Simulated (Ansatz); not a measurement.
Input file for CH4NSb, SMILES `C=[N][SbH2]`:

```yaml
crystal:
  periodic: [false, false, false]
  atoms:
    - {symbol: C, position_ang: [-0.849676, -0.543173, -0.782752]}
    - {symbol: N, position_ang: [-0.689448, -0.524965, 0.464134]}
    - {symbol: Sb, position_ang: [1.140567, -0.043096, 1.278476]}
    - {symbol: H, position_ang: [-1.822898, -0.845631, -1.190222]}
    - {symbol: H, position_ang: [-0.088236, -0.269321, -1.529519]}
    - {symbol: H, position_ang: [0.578305, 1.466029, 1.851996]}
    - {symbol: H, position_ang: [1.792586, 0.692257, -0.137914]}
basis:
  gaussian: {orbitals: def2-TZVPP}
correlation: {method: ccsd_t}
output: {orbitals: {seedname: orbitals}}
```

```sh
$ ansatz run in.yaml --threads 2 --pin off --events-out ev --progress --plain --max-ram 4352MiB
```

The program prints (abridged):

```
Functional definition: HF
1146 factors; integrals over basis functions are off by at most 1.2e-3 eV
mean field evaluation 1: about -9083.1348 eV, gradient 3.0e1 eV
mean field evaluation 2: about -9083.3389 eV, gradient 3.0e1 eV
mean field evaluation 4: about -9085.6495 eV, gradient 4.1e0 eV
mean field evaluation 8: about -9085.7100 eV, gradient 2.5e-1 eV
mean field evaluation 16: about -9085.7107 eV, gradient 2.6e-6 eV
mean field -9085.71070009 eV, -333.8937097123 hartree, gradient 2.6e-6 eV, S^2 0.000000; 0 other end points of the search recorded, 0 dependent functions left out
6 core orbitals not correlated: weight in the atoms' cores, before any rotation towards them, 1.000 or more for the frozen orbitals, at most 0.000 for the correlated occupied ones
reference -9085.71070009 eV, -333.8937097123 hartree; 14, 14 occupied and 148, 148 virtual orbitals, 1146 factors
second order -19.57038683 eV of doubles, -0.00000000 eV of singles
cycle   1  -19.25831207 eV  change    3.1e-1 eV  update   1.1e-1
cycle   2  -19.83989339 eV  change   -5.8e-1 eV  update   3.5e-2
cycle   3  -19.94986139 eV  change   -1.1e-1 eV  update   1.9e-2
cycle   4  -19.93709613 eV  change    1.3e-2 eV  update   5.4e-3
cycle   5  -19.93761705 eV  change   -5.2e-4 eV  update   2.7e-3
cycle   6  -19.93856134 eV  change   -9.4e-4 eV  update   8.4e-4
cycle   7  -19.93818584 eV  change    3.8e-4 eV  update   4.0e-4
cycle   8  -19.93817274 eV  change    1.3e-5 eV  update   1.5e-4
cycle   9  -19.93820568 eV  change   -3.3e-5 eV  update   6.4e-5
cycle  10  -19.93817845 eV  change    2.7e-5 eV  update   2.5e-5
perturbative correction -0.78129614 eV, -0.0287121034 hartree
Total energy: -9106.43017467 eV, -334.6551363592 hartree
```

Run time 49 s (2 threads of an Arm Neoverse V1 on a shared host); peak host memory 1.6 GiB.

MP2 recovers 94.5 % of the CCSD(T) correlation energy and the triples give 3.8 %; T1 = 0.0149.
